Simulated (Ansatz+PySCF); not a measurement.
doublet CuO: levels of theory in one basis

```yaml
atoms:
  - { symbol: Cu, position_ang: [0.0000, 0.0000, 0.0000] }
  - { symbol: O, position_ang: [0.0000, 0.0000, 1.7240] }
```

Basis set: def2-SVP (spherical functions). Left uncorrelated: 6 orbitals. Correlation on ROHF uses semicanonical orbitals with singles. Charge 0, multiplicity 2.

Computed with Ansatz (development build ahead of 0.2.0); each method stands on the lowest determinant of its kind that the runs found.

```
  method  E − E(ROHF) (eV)  <S²> of the determinant
    ROHF              0.00                     0.75
     UHF             -0.11                     0.77
ROHF-MP2            -14.39                        –
 UHF-MP2            -14.40                     0.77
```

Question: Is a single determinant a sound starting point here?

Answer: By this sign, yes. Unrestricted orbitals gain 0.11 eV and <S²> is 0.77 against 0.75 for a pure state.
